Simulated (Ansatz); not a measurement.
The Si1–I2 bond of H3ISi (SMILES [SiH3]I) is stretched (multiplicity 1, the rest rigid).
Geometry at rest (charge 0, multiplicity 1):
| atom | x (Å) | y (Å) | z (Å) |
|---|---|---|---|
| Si | -1.8413 | 0.0490 | 0.0181 |
| I | 0.6169 | -0.0164 | -0.0060 |
| H | -2.2729 | 1.4257 | -0.2930 |
| H | -2.3038 | -0.3479 | 1.3622 |
| H | -2.3415 | -0.8938 | -1.0014 |

Frozen-core correlation. Filled d and f shells under p-block atoms count as core.

Codes used: Ansatz (a first-principles code).  In def2 rows elements past Kr take small-core potentials, without spin–orbit coupling.

FIC-MRCISD+Q on CASSCF(6,4)/def2-TZVPP, total energies (hartree):

```tsv
R (Å)	CASSCF	MRCISD	weight c² of the reference
2.459	-587.397816	-587.663536	0.88911
4.304	-587.297746	-587.551965	0.88867
7.869	-587.289954	-587.542746	0.88939
```

Task: Add the Davidson correction (E_MRCISD − E_CASSCF)(1 − c²)/c² and give the energies above the first point at the three levels.

Result: 
Corrections (hartree): -0.033140, -0.031848, -0.031439. Above the first point (kcal/mol):
- R = 4.304 Å: CASSCF 62.8, MRCISD 70.0, with the correction 70.8
- R = 7.869 Å: CASSCF 67.7, MRCISD 75.8, with the correction 76.9

Doubts at one or more of the structures used: active orbitals that take no part (FIC-MRCISD+Q on CASSCF(6,4)/def2-TZVPP).
